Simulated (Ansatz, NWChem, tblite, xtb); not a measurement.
GaHSF2 (SMILES [F][Ga]([F])[SH]): the dipole moment, rung by rung

GaHSF2 has 5 atoms, charge 0, and is taken as a singlet. SMILES: `[F][Ga]([F])[SH]`. The shape is that of a PBE0-D4/def2-TZVP optimisation.

Each level gives the dipole moment (D). The values are calculated.

```csv
level,kind,program,value (D),CPU time
IPEA1-xTB,semi-empirical,tblite,3.52,under 2 s
GFN2-xTB,semi-empirical,tblite,3.34,under 2 s
GFN1-xTB,semi-empirical,tblite,2.98,under 2 s
GFN0-xTB,semi-empirical,xtb,1.77,under 2 s
HF/STO-3G,Hartree–Fock,Ansatz,1.10,0.65 s
HF/3-21G,Hartree–Fock,NWChem,1.70,3.8 s
HF/def2-SVP,Hartree–Fock,Ansatz,2.36,2.1 s
PBE/6-311G**,GGA,Ansatz,2.12,4.9 s
PBE/def2-TZVP,GGA,Ansatz,2.18,9 s
B3LYP/STO-3G,global hybrid,Ansatz,0.90,1.9 s
```

All-electron rows without a relativistic Hamiltonian named are non-relativistic. The values span 0.90 to 3.52 D. Magnitudes only: a small dipole may point the other way at some levels. Sets without polarisation functions give poor dipoles. CPU times are rough (shared hosts, several kinds of processor): they show what a rung costs within a factor of a few.
